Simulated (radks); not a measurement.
All-electron atom: Rb2+ in [Ar] 3d10 4s2 4p5.

Calculated with a radial shooting solver on a logarithmic mesh with Libxc functionals: scalar-relativistic Kohn-Sham, PW91, spin-polarised, spherical densities, point nucleus; open shells are filled with parallel spins first (spin-orbit coupling, left out, can overturn this in heavy ions).

Energy parts (hartree):
total: -2980.62175
kinetic: 3052.66971
electron-nucleus: -7157.75699
Hartree: 1225.17378
exchange-correlation: -100.70825

Orbitals (lengths in bohr, moments of r in powers of bohr):
orbital,occ.,eigenvalue (hartree),<1/r>
1s up,1,-553.3234,37.88
1s down,1,-553.3198,37.88
2s up,1,-74.55785,8.433
2s down,1,-74.55578,8.433
2p up,3,-66.18945,8.241
2p down,3,-66.18607,8.241
3s up,1,-11.68842,2.809
3s down,1,-11.68395,2.809
3p up,3,-9.00390,2.655
3p down,3,-8.99889,2.655
3d up,5,-4.56154,2.391
3d down,5,-4.55568,2.393
4s up,1,-1.87119,0.9413
4s down,1,-1.83511,0.9422
4p up,3,-1.25902,0.8085
4p down,2,-1.22368,0.8062

The highest occupied level is 4p down at -33.298 eV. For comparison, the ionisation energy in NIST's Atomic Spectra Database is 39.247 eV (semi-empirical). In exact Kohn-Sham theory the highest level is minus the ionisation energy, but local and semilocal functionals leave it too shallow, through self-interaction and a potential that decays too fast; potentials with the right tail come closer. Spin moment in Bohr magnetons: 1. Summed over all electrons, <r^2> = 26.05 bohr^2, which gives a Langevin (diamagnetic) susceptibility term of -20.6 x 10^-6 cm^3/mol. The density falls to 0.001 e/bohr^3 at r = 3.41 bohr.
